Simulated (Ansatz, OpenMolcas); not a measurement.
# The same job for OpenMolcas

Ansatz 0.2.0 runs this on CH6GeO (SMILES C[O][GeH3]):

molecule.yaml:
```yaml
crystal:
  periodic: [false, false, false]
  atoms:
    - {symbol: C, position_ang: [-0.461600, 0.939500, -0.879600]}
    - {symbol: O, position_ang: [-0.657300, -0.383600, -0.447300]}
    - {symbol: Ge, position_ang: [0.409500, -1.004400, 0.834300]}
    - {symbol: H, position_ang: [-1.194400, 1.152600, -1.661500]}
    - {symbol: H, position_ang: [0.540900, 1.094500, -1.301500]}
    - {symbol: H, position_ang: [-0.607700, 1.666800, -0.069200]}
    - {symbol: H, position_ang: [1.870200, -0.939000, 0.345100]}
    - {symbol: H, position_ang: [-0.054100, -2.444000, 1.070300]}
    - {symbol: H, position_ang: [0.242900, -0.128600, 2.092200]}
basis:
  gaussian:
    orbitals: cc-pVDZ
scf:
  omitted_lower_state_checks: [cluster_reference, increment]
accuracy: high
correlation:
  method: ccsd_t
  frozen_orbitals: {C: 1, Ge: 9, H: 0, O: 1}
```

```bash
$ ansatz run molecule.yaml --threads 1 --pin off --max-ram 3480MiB --events-out events.jsonl --progress --plain --runs-dir runs
```

Geometry: relaxed at PBE0-D4/def2-TZVP.

It gives a total energy of -2192.063333 Eh.

**Question.** How is this level of theory, on these atoms, set up in OpenMolcas 26.06 as an input file of the program's own?

**Answer.** One way, which was run:

job.inp:
```
&GATEWAY
BasLib=$CurrDir
Coord
9
angstrom
C       -0.461600       0.939500      -0.879600
O       -0.657300      -0.383600      -0.447300
Ge       0.409500      -1.004400       0.834300
H       -1.194400       1.152600      -1.661500
H        0.540900       1.094500      -1.301500
H       -0.607700       1.666800      -0.069200
H        1.870200      -0.939000       0.345100
H       -0.054100      -2.444000       1.070300
H        0.242900      -0.128600       2.092200
Basis=cc-pVDZ
Group=NoSym
&SEWARD
&SCF
Thresholds=1e-10 1e-07 1e-07 1e-05
PrOrbitals=1 1
&RASSCF
FileOrb=$Project.ScfOrb
Spin=1
Nactel=0 0 0
Inactive=26
Ras2=0
OutOrbitals=Canonical
OrbListing=Nothing
&MOTRA
JobIph
Frozen=11
&CCSDT
CCT
Triples=2
Iterations=80
Accuracy=1e-08
Extrapolation=5 4
```

```bash
$ export MOLCAS_MEM=1860
$ pymolcas job.inp > job.log
```

(Basis files named in the input come from the Basis Set Exchange and aren't shown.)

Its energy is -2192.063333 Eh, the same as the first but for the last digit, at most.
